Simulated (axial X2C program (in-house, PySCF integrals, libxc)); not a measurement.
**Photoelectron levels of HfP⁻ by EOM-IP-CCSD**

Computed with an axial X2C code built on PySCF integrals: two-component X2C with atomic mean-field Coulomb and Gaunt terms, Gaussian nuclei, basis Hf dyall-acv3z, P dyall-av3z with contracted cores.

R = 2.212 Å (near the PBE0 minimum at charge -1 of the determinant lowest at the starting distance; the state shown can have its own minimum elsewhere).

Hartree–Fock spinors of HfP⁻ (one of each Kramers pair; a window near the gap, which can cut inner shells):

```csv
ω,occupied,ε (eV),character
1/2,yes,-27.08,100% Hf f
1/2,yes,-13.38,"61% P s, 14% Hf d, 11% Hf p"
1/2,yes,-3.67,"60% P p, 18% Hf s, 10% Hf d"
1/2,yes,-2.73,"52% P p, 30% Hf d, 9% Hf p"
3/2,yes,-2.63,"53% P p, 32% Hf d, 8% Hf p"
1/2,yes,-2.09,"42% Hf s, 23% Hf d, 14% P p"
1/2,no,2.06,"95% Hf p, 3% Hf s"
3/2,no,2.15,99% Hf p
1/2,no,2.15,99% Hf p
1/2,no,2.89,"90% Hf s, 5% Hf p"
1/2,no,3.61,"68% Hf d, 22% Hf p, 9% P p"
3/2,no,3.63,"70% Hf d, 20% Hf p, 9% P p"
```

Vertical detachment energies of HfP⁻ to the states of HfP:

| Ω of HfP | vertical detachment energy (eV) | above lowest (cm⁻¹) | ionised spinor | one-hole weight |
| --- | --- | --- | --- | --- |
| 1/2 | 2.040 | 0 | 31% Hf sσ, 27% Hf dσ, 20% P pσ | 0.93 |
| 3/2 | 2.581 | 4361 | 53% P pπ, 32% Hf dπ, 8% Hf pπ | 0.92 |
| 1/2 | 2.680 | 5159 | 51% P pπ, 30% Hf dπ, 9% Hf pπ | 0.92 |
| 1/2 | 3.331 | 10409 | 50% P pσ, 31% Hf sσ, 9% Hf pσ | 0.92 |

Task: How far does the lowest EOM-IP-CCSD energy lie from the Koopmans value −ε of the highest filled spinor?

Result: 2.040 eV against 2.09 eV, a shift of -0.05 eV: relaxation of the final state lowers the energy and the loss of correlation raises it.

Task: What is the splitting of the first π pair in the table, and is it regular or inverted?

Result: E(3/2) − E(1/2) = 4361 − 5159 = -798 cm⁻¹ at EOM-IP-CCSD: inverted, Ω = 3/2 lower. Splittings at this level can be off by ten to twenty per cent.

This point took 20 s on 1 thread of Arm Neoverse V2, with other jobs on the host.

Reference electrons by ω block (each with its −ω partner): 1/2: 27, 3/2: 12, 5/2: 4, 7/2: 1. 18 electrons of HfP⁻ correlated (inner shells frozen), 84 natural virtual spinors (a truncated set); levels can be off by some tenths of an eV. Roots sought by Ω: (1/2: 4, 3/2: 3, 5/2: 1); the list ends where they run out and leaves out roots under 60 % one-particle weight. The solver can skip a root, and states that need a further excitation, which the method places far too high, are missing though they may lie low or lowest. T1 of the reference 0.040 (Lee–Taylor). Number of frozen shells: Hf 4 s, 3 p, 2 d, 1 f; P 2 s, 1 p. Large amplitudes in the reference (orbital relaxation or multireference character) lower the reliability.
